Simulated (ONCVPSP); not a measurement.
# tellurium, ONCV: configuration errors across variants

- Element: tellurium (Te)
- Generator: ONCVPSP 4.0.1
- Type: optimised norm-conserving Vanderbilt (ONCV)
- Functional: LDA (Perdew-Zunger)
- Relativity: scalar-relativistic
- Frozen core: [Ar] 3d10
- Valence charge: 24
- Reference configuration: 4s2 4p6 4d10 5s2 5p4
- Partial waves: 4s+5s: rc 1.30 bohr, ncon 4, nbas 7, qcut 11.1 1/bohr, 3 projectors, debl 3.7 Ha; 4p+5p: rc 1.45 bohr, ncon 3, nbas 7, qcut 12.1 1/bohr, 2 projectors; 4d: rc 1.15 bohr, ncon 3, nbas 8, qcut 15.5 1/bohr, 3 projectors, debl 3.9 Ha
- Local potential: polynomial inside 0.75 bohr (lpopt 5, dvloc0 4 Ha)
- Core correction: Teter function, fcfact 6, rcfact 1

All-electron excitation energies from the reference (eV): (1) 4s2 4p6 4d10 5s2 5p3 9.916; (2) 4s2 4p6 4d10 5s2 5p2 28.089; (3) 4s2 4p6 4d10 5s2 5p1 55.321; (4) 4s2 4p5 4d10 5s2 5p4 122.708.

Errors AE − PS in meV (a dash: test not solved or not reliable):

```csv
change,(1),(2),(3),(4),bound ghosts,GHOST(+) flags above zero
base,-2.3,-6.7,-14,-129,none,s
p: qcut 7.3,-2.1,-6.4,-14,-70,none,s
p: qcut 10.3,-2.2,-6.7,-14,-152,none,s
p: qcut 12.3,-2.3,-6.7,-14,-126,none,s
p: qcut 14.3,-2.3,-6.7,-14,-107,none,s
p: qcut 17.7,-2.3,-6.6,-14,-97,none,s
```

(1) Give the same row for: p: qcut 16.1.

## Answers

(1) -2.3, -6.6, -14, -97; bound ghosts: none; GHOST(+) flags above zero: s.
